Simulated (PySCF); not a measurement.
# Zinc: a sound run and one with changed settings

Sound run: Zn [Ar] 3d10 4s2, Zn+ [Ar] 3d10 4s1. Computed with PySCF 2.14 in def2-TZVP (6s5p4d1f, 48 functions), with the non-relativistic Hamiltonian (point nucleus). In the sound run the correlated levels freeze [Ar]. The sound run starts from symmetry-adapted Hartree-Fock orbitals and uses a fine grid where one is needed.

Changed run: the spin-free X2C one-electron Hamiltonian (Gaussian nucleus). This setting is unsound on purpose.

```json
{"species": "Zn", "method": "UHF", "sound run (hartree)": "-1777.80707", "changed run (hartree)": "-1790.98732", "converged": "yes"}
{"species": "Zn", "method": "PBE0", "sound run (hartree)": "-1779.14424", "changed run (hartree)": "-1792.32300", "converged": "yes"}
{"species": "Zn", "method": "BP86", "sound run (hartree)": "-1779.66016", "changed run (hartree)": "-1792.83901", "converged": "yes"}
{"species": "Zn", "method": "MP2", "sound run (hartree)": "-1778.21079", "changed run (hartree)": "-1791.39690", "converged": "yes"}
{"species": "Zn", "method": "CCSD(T)", "sound run (hartree)": "-1778.19127", "changed run (hartree)": "-1791.37629", "converged": "yes"}
{"species": "Zn+", "method": "UHF", "sound run (hartree)": "-1777.52644", "changed run (hartree)": "-1790.70162", "converged": "yes"}
{"species": "Zn+", "method": "PBE0", "sound run (hartree)": "-1778.81003", "changed run (hartree)": "-1791.98177", "converged": "yes"}
{"species": "Zn+", "method": "BP86", "sound run (hartree)": "-1779.30862", "changed run (hartree)": "-1792.47973", "converged": "yes"}
{"species": "Zn+", "method": "MP2", "sound run (hartree)": "-1777.89023", "changed run (hartree)": "-1791.06983", "converged": "yes"}
{"species": "Zn+", "method": "CCSD(T)", "sound run (hartree)": "-1777.86219", "changed run (hartree)": "-1791.04101", "converged": "yes"}
```

Ionisation energy of Zn:

```csv
method,sound run (eV),changed run (eV)
UHF,7.636,7.774
PBE0,9.094,9.285
BP86,9.566,9.777
MP2,8.723,8.900
SCS-MP2,8.760,8.930
CCSD,8.866,9.028
CCSD(T),8.955,9.123
```

Most of the change in total energy is the relativistic energy itself. On top of that the contraction fixes the core shape for the Hamiltonian it was made with, so the changed run is not a good calculation with the other Hamiltonian either.

For comparison, NIST gives 9.394 eV between the lowest levels.
